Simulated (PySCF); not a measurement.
**EPR parameters of C7H9O2**

Species: C7H9O2 (doublet state).
Cartesian coordinates in Å at the GFN2-xTB level; atoms count from 1:
```
atom  x, y, z in Å
C1     4.114    0.038    0.102
O2     2.871   -0.333   -0.142
C3     1.829    0.522    0.169
O4     2.032    1.612    0.662
C5     0.564   -0.085   -0.179
C6    -0.599    0.558    0.044
C7    -1.920    0.059   -0.259
C8    -2.994    0.799    0.033
C9    -2.045   -1.292   -0.898
H10    4.874   -0.671   -0.155
H11    4.310    1.003    0.538
H12    0.617   -1.069   -0.618
H13   -0.544    1.541    0.494
H14   -3.994    0.460   -0.176
H15   -2.903    1.769    0.493
H16   -3.088   -1.529   -1.090
H17   -1.502   -1.317   -1.841
H18   -1.628   -2.059   -0.247
```

The hyperfine couplings belong to this conformer and change with its torsions.

Identity: `[CH2]OC(=O)/C=C/C(=C)C` [radical].

Method used: UKS B3LYP, pcH-1 on C H O, non-relativistic, mean-field spin-orbit, GIAO in PySCF. The structure is a single GFN2-xTB conformer in the gas phase; no vibrational or solvent corrections. The geometry wasn't refined by DFT: couplings that depend on bond lengths, twists or pyramidal angles can differ widely from those at the functional's own minimum. No stability test was run, so a lower SCF solution isn't excluded.

```json
{
  "g1, g2, g3": "2.00214, 2.00257, 2.00374",
  "g_iso": "2.00282",
  "Form of g": "rhombic: the two nearest values differ by 27 % of g3 − g1",
  "⟨S²⟩": "0.7561 (exact 0.7500)"
}
```

Isotropic coupling and dipolar principal values T1 to T3, in 10⁻⁴ cm⁻¹; ρ(0) is the spin density at the nucleus (1 × 10⁻⁴ cm⁻¹ = 2.998 MHz):

| atom | isotope | a_iso | T1 | T2 | T3 | Mulliken spin population | ρ(0) (bohr⁻³) |
| --- | --- | --- | --- | --- | --- | --- | --- |
| C1 | 13C | 26.9 | -25.2 | -24.3 | 49.4 | 0.91 | 0.0717 |
| O2 | 17O | -2.2 | -9.8 | 4.6 | 5.2 | 0.03 | 0.0110 |
| C3 | 13C | 2.0 | -1.9 | -1.1 | 3.0 | 0.04 | 0.0053 |
| O4 | 17O | -1.1 | -5.7 | 2.7 | 3.0 | 0.05 | 0.0053 |
| C5 | 13C | -2.9 | -2.3 | 0.9 | 1.4 | -0.05 | -0.0078 |
| C6 | 13C | 2.2 | -2.0 | -1.8 | 3.8 | 0.08 | 0.0058 |
| C7 | 13C | -1.7 | -1.2 | 0.5 | 0.7 | -0.03 | -0.0045 |
| C8 | 13C | 1.4 | -1.4 | -1.3 | 2.6 | 0.05 | 0.0039 |
| C9 | 13C | 0.2 | 0.0 | 0.0 | 0.1 | 0.00 | 0.0006 |
| H10 | 1H | -20.7 | -11.9 | 0.0 | 11.9 | -0.04 | -0.0139 |
| H11 | 1H | -20.8 | -11.4 | -0.1 | 11.5 | -0.04 | -0.0140 |
| H12 | 1H | 0.8 | -0.8 | -0.7 | 1.5 | 0.00 | 0.0006 |
| H13 | 1H | -1.6 | -0.3 | -0.3 | 0.6 | 0.00 | -0.0010 |
| H14 | 1H | -1.1 | -0.7 | -0.1 | 0.7 | 0.00 | -0.0008 |
| H15 | 1H | -1.1 | -0.4 | -0.1 | 0.5 | 0.00 | -0.0007 |
| H16 | 1H | -0.1 | -0.1 | 0.0 | 0.1 | 0.00 | 0.0000 |
| H17 | 1H | -0.6 | -0.2 | -0.1 | 0.2 | 0.00 | -0.0004 |
| H18 | 1H | -0.6 | -0.2 | -0.1 | 0.2 | 0.00 | -0.0004 |

The Mulliken spin populations are largest on C1 (+0.91) and C6 (+0.08). No atom but C1 exceeds +0.15. The angles at C1 add up to 360.0°, so it is planar; its axial dipolar tensor and the negative couplings of its protons fit spin in a p orbital normal to that plane.

Axes: g3 points within 5° of the C1–H10 bond.

Under fast tumbling the dipolar parts average out, and these isotropic splittings remain (the largest six): 1 × 1H (H11, I = 1/2, 2 lines) with 2.23 mT, 1 × 1H (H10, I = 1/2, 2 lines) with 2.22 mT, 1 × 1H (H13, I = 1/2, 2 lines) with 0.17 mT, 1 × 1H (H14, I = 1/2, 2 lines) with 0.12 mT, 1 × 1H (H15, I = 1/2, 2 lines) with 0.11 mT and 1 × 1H (H12, I = 1/2, 2 lines) with 0.09 mT.

Means are taken over nuclei equivalent by connectivity, which assumes that they swap fast. H10 and H11 aren't averaged: C1 is flat or nearly so (angle sum 360°), and its turn about the short C1–O2 bond (1.32 Å) is taken as slow.

The 13C coupling of C1 (80.6 MHz) shows only in satellite lines or after enrichment, since that isotope makes up about 1.07 % of natural carbon.

The 17O coupling of O2 (-6.7 MHz) shows only in satellite lines or after enrichment, since that isotope makes up about 0.038 % of natural oxygen.

Examples of negative spin density at the nucleus (bohr⁻³): H11 (-0.0140), H10 (-0.0139) and C5 (-0.0078).

The run took 92 s (with the writing of density and orbital grids) on an AMD EPYC 7B13 with one thread, no GPU, shared host with 128 logical CPUs at a one-minute load of 16, and the process peaked at 1.1 GiB of memory.
